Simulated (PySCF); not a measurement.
**NMR data sheet: C7H8FN**

- Formula: C7H8FN
- SMILES: NCc1ccc(F)cc1
- Point group of the computed structure: Cs
- Degrees of unsaturation: 4
- Carbon signals: 5
- Proton signals: 4

Bonds (- single, = double, # triple, : aromatic): N1-C2, C2-C3, C3:C4, C4:C5, C5:C6, C6-F7, C6:C8, C8:C9, C9:C3. N1 carries H10, H11; C2 carries H12, H13; C4 carries H14; C5 carries H15; C8 carries H16; C9 carries H17.

Computed data (PySCF 2.14): coordinates at the PBE0-D3(BJ)/def2-SVP level, B97-2/pcSseg-1 with gauge-including orbitals, J: B3LYP/pcJ-1 (spin–dipole term only in couplings to heteroatoms). One averaged value for each set of equivalent atoms, no relativistic terms, no solvent, a single conformation.

Shifts are taken against calculated references (same method and geometry level): ¹H (σref 31.38) and ¹³C (σref 183.69) against TMS; ¹⁹F (σref 178.12) vs CFCl3; ¹⁵N (σref 262.91) against NH3.

| carbon | δC, type | δH (multiplicity, J in Hz) | HMBC from (abs. J ≥ 3 Hz) | span of the C tensor (ppm) |
| --- | --- | --- | --- | --- |
| C2 | 51.1, CH2 | 3.54 (s) | H14/H17 | 35 |
| C3 | 144.0, C | – | H15/H16 | 222 |
| C4/C9 | 131.7, CH | 7.20 (dd, 9.3, 4.8) | H14/H17, H12/H13 | 207 |
| C5/C8 | 118.4, CH | 7.06 (dd, 9.3, 8.8) | H15/H16 | 183 |
| C6 | 166.1, C | – | H14/H17, H15/H16 | 155 |

Other nuclei:
```tsv
atoms	nucleus	environment	δ (ppm)	σ (ppm)
H10/H11	¹H	hydrogen on an amine nitrogen	0.36	31.02
F7	¹⁹F	aryl fluorine	-114.3	292.4
N1	¹⁵N	amine nitrogen	57.4	205.5
```

Selected couplings (Hz, signed; the shortest-range and largest first, 30 at most; isotopes ¹³C, ¹⁹F, ¹H, ¹⁵N): ¹J(C6,F7) -314.0, ¹J(C5,H15) 169.3, ¹J(C4,H14) 164.5, ¹J(C2,H12) 140.1, ²J(C5,F7) 19.0, ²J(N1,H12) -3.5, ³J(H14,H15) 9.3, ³J(F7,H15) 8.8, ³J(C4,F7) 5.2, ⁴J(C3,F7) 6.4, ⁴J(F7,H14) 4.8.

Carbon types of the structure: 2 × C, 4 × CH, 1 × CH2, leaving 2 H on heteroatoms. δC 166.1: aromatic carbon bearing fluorine; σ withdrawal by the attached heteroatom moves it downfield of the ring CH carbons. δC 144.0: substituted aromatic carbon. δC 131.7, 118.4: aromatic CH. δC 51.1: sp3 CH2 bonded to N, on an aromatic ring; pulled downfield by the heteroatom. δH 0.36: hydrogen on an amine nitrogen; exchangeable; this is the value without hydrogen bonding to other molecules. The protons at 7.20 and 7.06 share a coupling of 9.3 Hz (vicinal, an ortho-type coupling).

Exchangeable OH/NH protons stand at their gas-phase positions; hydrogen bonding in a real sample shifts them, mostly to higher δ. C–F couplings over four or more bonds (about 3 Hz to the para carbon of a fluoroarene) are left out. Common functionals overestimate the size of one-bond C–F couplings by tens of Hz; these are unscaled. Multiplet labels drop couplings under 1 Hz and merge nearly equal ones. Couplings among chemically equivalent protons are left out too, so labels in AA′BB′ or AA′XX′ sets are apparent multiplicities. Unscaled 3J(H,H) at this level run about 10 % above measured values. Shifts are as computed. Against solution values, carbons near 30 ppm lie about +1 ppm off and those near 130 ppm about +2 ppm. Of 1211 compounds with measured shifts, 218 miss one by over three times the rms of a fit or turn the order of signals round; such compounds aren't used in these exercises. Couplings to exchangeable protons are dropped. Unscaled 19F shifts against computed CFCl3 carry errors that often reach 10 to 50 ppm. Experimental scales use liquid or dissolved standards, which lie at an offset from isolated NH3 (liquid NH3: subtract about 20 ppm).
